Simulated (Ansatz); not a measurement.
fac-ScBr3(H2O)3 (ScBr₃O₃H₆), relaxed as a singlet with RKS PBE0-D4/def2-SVP in Ansatz, starting from the GFN2-xTB geometry. Force threshold 0.02 eV/Å.

Another isomer (singlet) lies 0.05 eV lower at PBE0-D4/def2-TZVP; other spin states weren't run for this one.

Start:

Cartesian coordinates in Å:
```
Br 1.205 0.522 2.670
Br -2.265 -1.384 1.344
Br 1.467 -2.588 -0.115
O -0.838 -0.812 -1.517
O 1.731 0.623 -0.516
O -1.046 1.501 0.549
Sc 0.073 -0.615 0.692
H -1.795 -0.915 -1.632
H -0.425 -1.469 -2.102
H 2.338 0.150 -1.107
H 2.280 1.242 -0.008
H -0.714 2.245 1.075
H -2.010 1.500 0.667
```

**Question.** Estimate the energy that the relaxation releases and the steps that it takes.

**Answer.** 44.6 kJ/mol, in 6 steps; 51 s on 4 threads of Arm Neoverse V1 on a shared host. No frequencies were taken in this run, so the end may be a saddle point.

**Question.** Does the start keep its bonding and symmetry?

**Answer.** By distances, no bond broke or formed. The bond that changes most is O6–Sc7, from 2.40 to 2.26 Å (atoms count from 1). Point group C3 at the start, C3v at the end, both within 0.05 Å; within 0.015 Å the end is C3.

**Question.** Predict the relaxed structure.

**Answer.** 
```xyz
13

Br    1.1714    0.5824    2.5279
Br   -2.2231   -1.2832    1.2302
Br    1.4233   -2.4578   -0.1886
O    -0.8211   -0.6660   -1.5733
O     1.6481    0.6992   -0.6225
O    -1.0131    1.5495    0.4070
Sc    0.0514   -0.4378    0.4947
H    -1.7200   -0.9837   -1.3862
H    -0.3458   -1.4445   -1.9084
H     2.2285   -0.0132   -0.9378
H     2.1406    1.1202    0.1019
H    -0.6294    2.0243    1.1628
H    -1.9109    1.3105    0.6921
```
Bond lengths: 3 × O–Sc 2.26 Å; 3 × Br–Sc 2.54 Å; 6 × H–O 0.97 Å.
